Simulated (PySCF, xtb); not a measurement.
Hf(OH)2(H)2 (H₄HfO₂), SMILES [OH][HfH2][OH], multiplicity 1. Other conformers were not sampled.

Harmonic wavenumbers (cm⁻¹) from xtb 6.7.1 with GFN2-xTB at its own minimum, in rising order: 103, 124, 161, 265, 373, 379, 417, 423, 435, 517, 619, 1267, 1357, 3632, 3637.

Problem. What does PySCF with PBE-D3(BJ)/def2-TZVP give at its own minimum? (Estimate from the structure and the level; the computed values follow.)

Solution. 145, 234, 244, 265, 307, 344, 511, 525, 612, 699, 708, 1636, 1668, 3854, 3856. Paired by order, the mean absolute difference is 140 cm⁻¹ and the zero-point energies are 19.6 and 22.3 kcal/mol.
